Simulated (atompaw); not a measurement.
## Reading a pseudo-wave (terbium (Tb))

Columns: radius, all-electron u(r) and pseudo u(r) of the 6p shell (level -1.39 eV) of terbium in the configuration [Kr] 4d10 4f8 5s2 5p6 5d1 6s2 6p0; LDA (PW92), scalar-relativistic, PAW (atompaw) scheme, atompaw 4.2.0.5.

| r (bohr) | all-electron | pseudo |
| --- | --- | --- |
| 0.113 | -0.0319 | -0.0013 |
| 0.227 | -0.0471 | -0.0051 |
| 0.340 | 0.0695 | -0.0111 |
| 0.454 | 0.1126 | -0.0189 |
| 0.567 | 0.0718 | -0.0277 |
| 0.681 | -0.0055 | -0.0369 |
| 0.794 | -0.0821 | -0.0455 |
| 0.908 | -0.1419 | -0.0527 |
| 1.021 | -0.1785 | -0.0577 |
| 1.135 | -0.1937 | -0.0597 |
| 1.248 | -0.1905 | -0.0579 |
| 1.362 | -0.1730 | -0.0518 |
| 1.475 | -0.1453 | -0.0413 |
| 1.588 | -0.1105 | -0.0261 |
| 1.702 | -0.0710 | -0.0062 |
| 1.815 | -0.0293 | 0.0178 |
| 1.929 | 0.0135 | 0.0456 |
| 2.042 | 0.0557 | 0.0762 |
| 2.156 | 0.0972 | 0.1091 |
| 2.269 | 0.1366 | 0.1428 |
| 2.383 | 0.1742 | 0.1770 |
| 2.496 | 0.2093 | 0.2103 |
| 2.610 | 0.2422 | 0.2424 |
| 2.723 | 0.2723 | 0.2723 |
| 2.837 | 0.3001 | 0.3001 |
| 2.950 | 0.3253 | 0.3253 |

Task: How many radial nodes do the two functions have?

Result: The all-electron 6p function has n − l − 1 = 4 (the table is too coarse to show those close to the nucleus); the pseudo-wave has 1, since 1 lower shell of the same l stays in the valence.

Task: Is the pseudo-wave norm-conserving?

Result: No, it belongs to a PAW set: the norm inside the radius is not constrained, and the difference is carried by the augmentation charge.
